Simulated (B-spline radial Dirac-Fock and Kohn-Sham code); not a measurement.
# Pt³⁸⁺: scattering cross sections and density moments

System: Pt³⁸⁺, configuration [Kr] 4d4.

Calculated with a radial atomic solver, using configuration-average Dirac-Fock orbitals.

- Sum of ⟨r⟩: 8.417 bohr
- Sum of ⟨r²⟩: 2.773 bohr²
- Sum of ⟨1/r⟩: 533.38 per bohr
- Langevin diamagnetic susceptibility: -2.20 × 10⁻⁶ cm³/mol
- Lamb shielding (α²/3)Σ⟨1/r⟩: 9468 ppm

Coherent scattering is the Thomson cross section weighted by f₀², without anomalous dispersion; incoherent scattering is Klein-Nishina weighted by S. The Lamb formula is the non-relativistic shielding expression. Electron correlation is left out. A dash stands where the photon energy is too low for the impulse approximation behind that column.

```
hν (keV)  coherent (b)  incoherent (b)  incoherent per electron (b)
       5         982.5               –                            –
  8.0478         875.3               –                            –
      20         475.3           6.663                        0.167
      30         307.8           9.336                        0.233
      50         155.4           12.34                        0.309
     100         53.45           14.68                        0.367
     500         2.979           11.08                        0.277
    1000        0.7808           8.302                        0.208
```

Incoherent scattering overtakes coherent scattering between 100 and 500 keV.
